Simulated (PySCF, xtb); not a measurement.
selenium dioxide anion (O2Se), SMILES O=[Se]=O (connectivity only; charge and spin as stated), charge -1, multiplicity 2.

Harmonic wavenumbers (cm⁻¹) from GFN2-xTB run with xtb at its own minimum, in rising order: 363, 748, 783.

What does PBE-D3(BJ)/def2-SVPD (PySCF) give at its own minimum? (The exact figures need the calculation; the answer reports its results.)

300, 764, 774. Paired by order, the mean absolute difference is 29 cm⁻¹ and the zero-point energies are 2.7 and 2.6 kcal/mol.
